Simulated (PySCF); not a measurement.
but-1-en-3-yne (C4H4), SMILES C#CC=C. Atoms are numbered in the order given.

```xyz
8

C      0.1746    -1.9279     0.0000
C     -0.1153    -0.7359     0.0000
C     -0.4906     0.6372     0.0000
C      0.3755     1.6773     0.0000
H      0.4399    -2.9757     0.0000
H     -1.5774     0.8410     0.0000
H      1.4646     1.5171     0.0000
H      0.0076     2.7142     0.0000
```

The structure is a stationary point at PBE-D3(BJ)/def2-SVP.

These are PBE0/pcSseg-1 in PySCF values and carry that method's errors.

GIAO shieldings, no solvent; atoms listed in one row are averaged. δ = σ(ref) − σ: ¹³C against TMS (σ = 186.3 ppm); ¹H against TMS (σ = 31.56 ppm), references at their B3LYP-D3(BJ)/def2-TZVP geometries, non-relativistic.

### Question
Estimate the chemical shifts. (An estimate is asked for; the answer gives what the named calculation found.)

### Answer

| nucleus | atoms | count | δ (ppm) |
|---|---|---|---|
| ¹³C | C4 | 1 | 144.0 |
| ¹³C | C3 | 1 | 129.5 |
| ¹³C | C1 | 1 | 94.1 |
| ¹³C | C2 | 1 | 87.2 |
| ¹H | H7 | 1 | 6.58 |
| ¹H | H6 | 1 | 6.43 |
| ¹H | H8 | 1 | 6.40 |
| ¹H | H5 | 1 | 3.81 |
